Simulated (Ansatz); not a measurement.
Cartesian coordinates in Å:
```
B -0.846 -1.865 -0.460
N -0.513 -0.663 0.165
C -0.253 -0.596 1.598
Si -0.376 0.847 -0.721
C 1.381 1.473 -0.729
H -0.923 -2.868 0.194
H -1.049 -1.874 -1.641
H 0.778 -0.289 1.803
H -0.412 -1.576 2.049
H -0.918 0.124 2.086
H -0.865 0.613 -2.100
H -1.243 1.850 -0.039
H 1.442 2.417 -1.277
H 2.047 0.755 -1.213
H 1.749 1.654 0.284
```

Charge 0, multiplicity 1.

(1) List the CAM-B3LYP/def2-TZVPP orbital energies in eV (Ansatz). (An estimate is asked.)

Results:

(1) Ansatz gave: Occupied: -1801.01, -391.41, -279.60, -278.41, -185.03, -145.55, -100.90, -100.88, -100.86, -26.42, -21.43, -20.57, -16.88, -15.43, -14.12, -13.78, -13.24, -12.85, -12.81, -11.34, -10.93, -10.89, -10.06, -9.19. Lowest empty: 0.98, 1.67, 1.93, 2.47, 2.89, 3.06, 3.30, 3.46.
